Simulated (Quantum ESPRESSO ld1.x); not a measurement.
Values are calculated unless marked as measured or tabulated.
Q: Radial electron density D(r) = 4 pi r^2 rho(r) of an atom or ion with 29.4 electrons. Level of theory: scalar-relativistic Kohn-Sham, LDA (Slater exchange, VWN5 correlation), spin-polarised, spherical densities, point nucleus (ld1.x of Quantum ESPRESSO 7.5).

```
   r/bohr * D(r) (the largest magnitude, 45.7, reaches the edge; | marks zero)
 0.003904 |    *
 0.005084 |      *
 0.006619 |          *
 0.008619 |               *
  0.01113 |                     *
   0.0145 |                             *
  0.01888 |                                     *
  0.02439 |                                           *
  0.03175 |                                              *
  0.04135 |                                             *
  0.05341 |                                        *
  0.06955 |                                     *
  0.09056 |                                         *
   0.1179 |                                                  *
   0.1523 |                                                      *
   0.1983 |                                              *
   0.2583 |                                *
   0.3336 |                          *
   0.4344 |                               *
   0.5657 |                                *
   0.7307 |                        *
   0.9515 |            *
    1.239 |     *
    1.613 |  *
    2.084 |*
    2.714 *
    3.533 *
    4.564 *
    5.943 *
```

What is the nuclear charge?

A: Z = 32. The innermost maximum, from 1s, lies near gamma/Z bohr with gamma = sqrt(1 - (Z/c)^2) = 0.972, here 0.0304 bohr (found: 0.0328), and its height grows with Z. The density is that of the germanium ion Ge2.6+ in [Ar] 3d(up 5, down 4.4) 4s2; the configuration itself is not fixed sharply by these data, and Z only to about a unit. D(r) has 3 maxima, at r = 0.0328, 0.149, 0.514 bohr, and minima at 0.0695, 0.326 bohr, inside which lie 2.09, 10.95 electrons.
